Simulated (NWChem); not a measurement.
Species: Br, doublet

Computed with NWChem. Pople sets run with spherical d functions. Spin-unrestricted. The open p shell is one determinant without spherical averaging. No stability test was run on the SCF state. Fermi-contact couplings, non-relativistic, static geometry.

```json
[
 {"level": "B3LYP/6-31G*", "basis functions": "32", "<S²>": "0.751"},
 {"level": "B3LYP/def2-SVP", "basis functions": "32", "<S²>": "0.751"},
 {"level": "B3LYP/def2-TZVP", "basis functions": "48", "<S²>": "0.752"},
 {"level": "B3LYP/cc-pVTZ", "basis functions": "43", "<S²>": "0.752"}
]
```
